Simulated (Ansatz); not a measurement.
GaMe2(acac) (C₇H₁₃GaO₂). The state is a singlet with charge 0. Geometry r2SCAN-D4/def2-SVP, basis def2-TZVP, Ansatz.

Cartesian coordinates in Å:
```
Ga 1.209 0.018 1.049
C 1.333 1.696 2.056
H 0.579 2.413 1.695
H 2.325 2.163 1.951
H 1.155 1.529 3.131
C 2.295 -1.613 1.103
H 1.857 -2.384 0.449
H 2.360 -2.027 2.122
H 3.323 -1.417 0.756
O 1.039 0.509 -0.845
C -0.020 0.441 -1.556
C 0.136 0.904 -2.977
C -1.270 -0.023 -1.103
C -1.530 -0.486 0.202
C -2.907 -0.964 0.566
O -0.670 -0.543 1.145
H -0.794 0.835 -3.554
H 0.495 1.946 -2.976
H 0.920 0.303 -3.465
H -2.096 -0.029 -1.815
H -3.608 -0.934 -0.277
H -3.294 -0.343 1.389
H -2.839 -1.993 0.955
```

| run | HOMO (eV) | LUMO (eV) |
| --- | --- | --- |
| A | -6.85 | -1.49 |
| B | -8.89 | 0.56 |
| C | -6.29 | -1.95 |
| D | -6.69 | -1.57 |
| E | -5.58 | -2.45 |
| F | -5.80 | -2.30 |

HSE06 is defined as in plane-wave codes, on full-range PBE exchange. Single mean-field runs in def2-TZVP are fitted with def2-universal-jkfit.

Q: The runs used HSE06, PBE, PBE0, r2SCAN, r2SCAN0, ωB97X-V. Estimate which is which.

A: A r2SCAN0 (25 % exact exchange); B ωB97X-V (range-separated); C HSE06 (range-separated); D PBE0 (25 % exact exchange); E PBE (0 % exact exchange); F r2SCAN (0 % exact exchange). Exact exchange lowers occupied and raises empty levels; among semilocal functionals meta-GGAs tend to open the gap a little, and such runs are hard to tell apart. The gap grows from 3.13 eV (PBE) to 9.46 eV (ωB97X-V).
